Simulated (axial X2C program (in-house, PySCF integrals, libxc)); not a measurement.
**Working with the constants of CaTe⁺**

A bond curve at the CCSD(T) level, with spin–orbit coupling, was computed with an in-house relativistic program for diatomic molecules (basis Te dyall-cv3z [11s12p8d4f1g], Ca dyall-cv3z [11s12p6d4f] (cores contracted in-house)) for the state Ω = 3/2 (⟨Sz⟩ = 0.50, ⟨Lz⟩ = 1.00 at HF). Its fit gives Re = 2.8799 Å, ωe = 247.2 cm⁻¹, ωexe = 0.625 cm⁻¹ and αe = 2.243e-04 cm⁻¹; the masses are 129.9062 and 39.9626 u. Two-component means X2C with spin–orbit coupling and atomic mean-field Coulomb and Gaunt terms.

Correlated methods: 7 electrons correlated (number of frozen shells: Te 4 s, 3 p, 2 d; Ca 3 s, 2 p), 301 virtual spin orbitals or spinors in MP2, 84 natural virtuals in coupled cluster.

**Question.** Find the reduced mass, Be and the force constant.

**Answer.** From the CCSD(T) values: μ = 30.5612 u. Be = 16.8576/(μ Re²) = 0.06651 cm⁻¹. k = 5.8918×10⁻⁷ μ ωe² = 1.1 mdyn/Å.

**Question.** A Morse curve ties αe to the other constants (Pekeris). How well does that hold?

**Answer.** αe(Morse) = 6Be²/ωe × (√(ωexe/Be) − 1) = 2.218e-04 cm⁻¹; the CCSD(T) curve gives 2.243e-04 cm⁻¹, a ratio of 0.99.

**Question.** Estimate the centrifugal constant by the Kratzer relation.

**Answer.** D = 4Be³/ωe² = 1.93e-08 cm⁻¹.

**Question.** Estimate De from a Morse curve and compare with the computed well depth of 1.864 eV to Te + Ca+.

**Answer.** De(Morse) = ωe²/(4ωexe) = 3.031 eV against 1.864 eV computed, a ratio of 1.63. The extrapolation overshoots: the well softens faster than a Morse curve, or the lowest atomic limit lies below the one to which the curve heads.

**Question.** Where do the fundamental and the first overtone lie?

**Answer.** ν(1←0) = ωe − 2ωexe = 245.9 cm⁻¹; ν(2←0) = 2ωe − 6ωexe = 490.6 cm⁻¹.

One determinant describes the state; a PBE0 search over occupations chose it and may have missed a lower one. Dissociation energies refer to the lowest single-determinant-based atoms at the same level and basis. Coupled cluster ran in a truncated set of natural virtual spinors; the MP2 energy of the rest was added. (T) has no such correction and the atoms are truncated less, which lowers De at CCSD(T) by a hundredth of an eV or more. The outer-core s and p shells of the metal are frozen in the correlated rows, which leaves out core–valence correlation; for alkali and alkaline-earth bonds that tends to lengthen them. With the outer-core shells frozen, correlated bond lengths of heavy atoms tend to come out a few hundredths of an ångström too long.
